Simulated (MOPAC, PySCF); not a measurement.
C₄H₉F, SMILES `CC[C@@H](C)F` (C–C–C–F torsion 61°), neutral singlet in the gas phase. 

Z-matrix (Å, degrees):
```
C
H 1 1.0952
F 1 1.4118 2 105.49
C 1 1.5126 2 110.47 3 116.44
H 4 1.0901 1 110.53 2 -58.71
H 4 1.0914 5 108.63 1 121.34
H 4 1.0916 5 108.43 6 117.75
C 1 1.5171 2 110.00 3 -116.70
H 8 1.0941 1 108.20 2 177.06
H 8 1.0943 9 106.73 1 -115.73
C 8 1.5253 9 110.34 10 -119.68
H 11 1.0900 8 110.83 9 -62.24
H 11 1.0910 12 108.11 8 -121.87
H 11 1.0927 12 107.90 13 -116.32
```
Charge 0, spin multiplicity 1.

All levels are single points at this geometry (B3LYP-D3(BJ)/def2-TZVP); Pople sets use spherical d functions. Orbital energies aren't observables, and empty levels follow the basis.

BP86/6-31G* in PySCF gives HOMO (eV) = -7.08.

Question: Estimate the HOMO (eV) from each of these levels: B3LYP-D3(BJ)/def2-TZVP in PySCF; B3LYP/3-21G in PySCF; B3LYP/6-311+G** in PySCF; SVWN5/6-31G* in PySCF; HF/6-31G* in PySCF; HF/STO-3G in PySCF; PM3 in MOPAC; PM7 in MOPAC.

Answer: 
```
level                            HOMO (eV)
-------------------------------  ---------
B3LYP-D3(BJ)/def2-TZVP in PySCF      -8.82
B3LYP/3-21G in PySCF                 -8.12
B3LYP/6-311+G** in PySCF             -8.87
SVWN5/6-31G* in PySCF                -7.04
HF/6-31G* in PySCF                  -12.69
HF/STO-3G in PySCF                  -10.51
PM3 in MOPAC                        -11.99
PM7 in MOPAC                        -11.71
```
